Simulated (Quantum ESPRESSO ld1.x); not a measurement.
Question: The table gives one normalised radial function P(r) = r R(r) of Ni25+ in [He] 2s1 (r in bohr). All-electron calculation, scalar-relativistic Kohn-Sham, LDA (Slater exchange, VWN5 correlation), spin-polarised, spherical densities, point nucleus; open shells are filled with parallel spins first. Program: ld1.x of Quantum ESPRESSO 7.5.

r	P
0.002897	0.8261
0.003863	1.0660
0.005153	1.3631
0.006873	1.7222
0.009093	2.1291
0.01213	2.5933
0.01618	3.0711
0.02158	3.5034
0.02878	3.8026
0.03838	3.8636
0.05119	3.5958
0.06828	2.9781
0.09106	2.1119
0.1215	1.2182
0.162	0.5338
0.2143	0.1687
0.2859	0.0320
0.3813	0.0032
0.5085	0.0001
0.6783	0.0000

Which n and l does it have? It may be an empty orbital.

Answer: n = 1, l = 0: the number of nodes gives n - l - 1 = 0, the rise at small r (about r^(l+1)) gives l, and the extent must fit the shell. The curve is that of 1s down; the table hardly tells the two spins apart. 1s down: eigenvalue -9947.6 eV, 0 radial nodes, <r> = 0.0537 bohr, 90 % of the charge inside 0.0958 bohr.
